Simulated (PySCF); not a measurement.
Mg(OMe)(NH2) (CH₅MgNO), SMILES C[O][Mg][NH2].

Geometry: B3LYP-D3(BJ)/def2-SVP. Other conformers were not sampled.

These are TDA-B3LYP/def2-SVPD (PySCF 2.14.0) values and carry that method's errors.

Vertical excitations. Isolated molecule, no solvent.

Computed excitation energies, oscillator strengths and character:
| state | energy (eV) | λ (nm) | f | main pairs |
|---|---|---|---|---|
| S1 | 3.91 | 317 | 0.044 | HOMO→LUMO 99 % |
| S2 | 4.64 | 267 | 0.021 | HOMO−1→LUMO 99 % |
| S3 | 4.67 | 266 | 0.036 | HOMO−2→LUMO 98 % |
| S4 | 5.14 | 241 | 0.000 | HOMO→LUMO+1 98 % |
| S5 | 5.60 | 221 | 0.014 | HOMO→LUMO+3 94 % |
| S6 | 5.83 | 213 | 0.018 | HOMO→LUMO+2 88 % |
| S7 | 5.87 | 211 | 0.000 | HOMO−2→LUMO+1 98 % |
| S8 | 5.98 | 207 | 0.026 | HOMO−1→LUMO+1 70 %, HOMO−2→LUMO+2 21 % |
| S9 | 6.17 | 201 | 0.001 | HOMO−1→LUMO+2 98 % |
| S10 | 6.36 | 195 | 0.002 | HOMO−1→LUMO+3 96 % |
| T1 | 3.59 | 345 | 0 | HOMO→LUMO 98 % |
| T2 | 4.45 | 279 | 0 | HOMO−1→LUMO 97 % |
| T3 | 4.45 | 279 | 0 | HOMO−2→LUMO 97 % |
| T4 | 5.12 | 242 | 0 | HOMO→LUMO+1 97 % |
Triplets are in the Tamm–Dancoff approximation.
